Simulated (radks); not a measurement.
Results of a calculation; reference values are marked as such.
Valence configurations of the fluorine ion F+ (all share [He]). Code: a radial shooting solver on a logarithmic mesh with Libxc functionals. Model: non-relativistic Kohn-Sham, LDA (Slater exchange, Perdew-Wang correlation), spin-polarised, spherical densities, point nucleus; open shells are filled with parallel spins first. Energies are relative to 2s2 2p4; eigenvalues in eV for spin up.

valence,E (eV),moment (Bohr magnetons),e(2p),e(2s)
2s2 2p4,0.000,2,-30.019,-48.500
2s1.5 2p4.5,9.273,2,-30.107,-48.679
2s1 2p5,18.530,2,-30.196,-48.859
2s0.5 2p5.5,29.293,1,-29.494,-48.170
2p6,39.105,0,-28.671,-

NIST lists [He] 2s2 2p4 as the ground configuration; this level of theory agrees among the configurations tried. The energies are those of spherical high-spin densities, not of single terms.
